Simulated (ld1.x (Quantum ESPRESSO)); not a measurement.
**Ranking RRKJ potentials for Pd (Z = 46)**

All share these settings but for the change named:

```json
{
 "Element": "palladium (Pd)",
 "Generator": "ld1.x (Quantum ESPRESSO) 7.5",
 "Type": "norm-conserving RRKJ (Kleinman–Bylander form)",
 "Functional": "PBE",
 "Relativity": "scalar-relativistic",
 "Frozen core": "[Ar] 3d10",
 "Valence charge": "18",
 "Reference configuration": "4s2 4p6 4d10 5s0 5p0",
 "Partial waves": "4p (bound): rc 1.65 bohr; 4d (bound): rc 1.45 bohr; 4s (bound): rc 1.20 bohr",
 "Local potential": "the s channel",
 "Core correction": "Bessel-smoothed model core, default radius (core density twice the valence density)",
 "rho0": "0.01"
}
```

Test errors are all-electron minus pseudo excitation energies from the reference, over 4s2 4p6 4d9 5s0 5p0; 4s2 4p6 4d8 5s0 5p0; 4s2 4p6 4d7 5s0 5p0; 4s2 4p6 4d9 5s1 5p0; 4s1 4p6 4d10 5s0 5p0; 4s2 4p5 4d10 5s0 5p0; 4s2 4p6 4d9.5 5s0 5p0. None of these files shows a bound ghost.

The base gives 237.8 meV.

Of 6 variants that were run, those that failed, showed a ghost or another fault, or gave nearly equal values are left out.

Question: Rank these variants by their largest absolute test error, smallest first.
A. all radii but the core radius scaled by about 1.03 (s 1.24, p 1.70, d 1.50 bohr)
B. all radii but the core radius scaled by about 1.14 (s 1.38, p 1.88, d 1.66 bohr)
C. all radii but the core radius scaled by about 1.23 (s 1.48, p 2.02, d 1.78 bohr)
D. all radii but the core radius scaled by about 0.88 (s 1.06, p 1.46, d 1.28 bohr)
E. all radii but the core radius scaled by about 0.78 (s 0.94, p 1.28, d 1.12 bohr)

Answer: E (71.5 meV), D (99.8 meV), A (347.7 meV), B (722.9 meV), C (1193.5 meV).
